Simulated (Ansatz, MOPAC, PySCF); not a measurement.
Noncovalent pair: CH2O (SMILES C=O) (first 4 atoms) with CH5N (SMILES CN); geometry from B3LYP-D3(BJ)/def2-TZVP, rigid monomers moved along the line of their centres of mass till C1···N6 is 2.42 Å.
(charge 0, multiplicity 1):
```xyz
11

C      0.086     0.291     0.743
O     -0.328    -0.831     0.608
H      1.146     0.507     0.967
H     -0.556     1.178     0.601
C      0.239    -0.554     3.614
N     -0.254     0.724     3.096
H      1.329    -0.528     3.650
H     -0.048    -1.350     2.926
H     -0.130    -0.809     4.615
H      0.064     1.498     3.666
H     -1.267     0.744     3.097
```

Counterpoise-corrected where a basis set is named; no monomer relaxation. Rows marked so take none.

Rows in 6-311+G** carry no dispersion term and start afresh at each structure. The state that AM1, PM3 reach isn't checked.

The values were computed with Ansatz (Gaussian orbitals); MOPAC for AM1, PM3 (differences of heats of formation); PySCF for 6-311+G** rows, the dispersion terms. Each number belongs to the level named beside it.

One of these levels gives -1.82 kcal/mol for the interaction energy. Which?
A) PM3
B) B3LYP/6-311+G** (no counterpoise)
C) PBE-D4/def2-TZVPPD
D) AM1

B, B3LYP/6-311+G** (no counterpoise). The others give 1.85 (AM1), 5.42 (PM3), -5.10 (PBE-D4/def2-TZVPPD)

Ansatz is a first-principles code.
